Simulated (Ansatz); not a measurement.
Reaction (formal exchange of groups at the Si–N bond): `CN[SiH](N)S` + `C=C(O)F` → `N[SiH](O)S` + `C=C(F)NC`

Program: Ansatz. Geometries: PBE0-D4/def2-TZVP. ΔE: electronic, gas phase. CBS: MP2 limit from def2 TZ/QZ plus the TZ coupled-cluster correction, frozen cores. Functionals use def2-TZVPP. B3LYP here is the variant with VWN-RPA as its local correlation; programs differ in this. Each species was taken in one conformer, which may not be the lowest.

Q: Is it downhill or uphill in electronic energy at CCSD(T)/CBS, and by how much? (An estimate is asked.)

A: The calculation gave: Downhill: ΔE = -62.9 kJ/mol.

Q: What do these levels give: PBE-D4, PBE0-D4, B3LYP-D4, ωB97X-V, MP2/def2-QZVPP, HF/CBS(def2)? (An estimate is asked.)

A: Ansatz gave: PBE-D4 -57.5, PBE0-D4 -59.0, B3LYP-D4 -62.0, ωB97X-V -60.9, MP2/def2-QZVPP -66.1, HF/CBS(def2) -67.3 kJ/mol.

Largest T1 diagnostic among the species: 0.012.
